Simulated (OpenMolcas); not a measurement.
Xe+: the spin-orbit constant, worked from levels

```
Program             : OpenMolcas
Basis               : ANO-R2 [7s6p4d2f1g]
Scalar Hamiltonian  : X2C, finite nucleus
Active space        : 7 electrons in 9 orbitals (RAS2 5s 5p; RAS3 5d, at most 2 electrons)
State averaging     : 2S+1 = 2 odd, 3 roots; 2S+1 = 2 even, 1 root
Spin-orbit coupling : RASSI with atomic mean-field integrals over the reference wave functions, term energies averaged over their components
```

Methods: RASSCF; SS-RASPT2, IPEA 0.25 Eh, imaginary shift 0.1 Eh (closed shells correlated: 4d). Measured levels: NIST Handbook of Basic Atomic Spectroscopic Data.

**The spin-orbit constant.** For the Hund term 2P* of p5, E(J) = (A/2) J(J+1) + constant and ζ = -2S·A = -A. From J = 1/2 to J = 3/2 the energy changes by 1.5 A.

```
   Source  E(3/2) - E(1/2)        A     ζ
   RASSCF          -9355.9  -6237.3  6237
SS-RASPT2          -9355.9  -6237.3  6237
 measured         -10537.0  -7024.7  7025
```

All in cm-1. SS-RASPT2 is off by -11.2 % and RASSCF by -11.2 %. Both methods take the spin-orbit matrix elements from the reference wave functions, so the second can move ζ only through the term energies and any multistate remixing.

Active for correlation alone: 5d; no level in the range computed is led by a configuration that fills it, so any true level of that kind is missing. Measured partners are found by configuration, term and J. A level has none where our copy of the source lacks it or the pairing is in doubt (some pairs that miss far off the trend of their configuration count as doubtful), and it then counts in no deviation. Only configurations of the active space appear.

* marks odd parity.
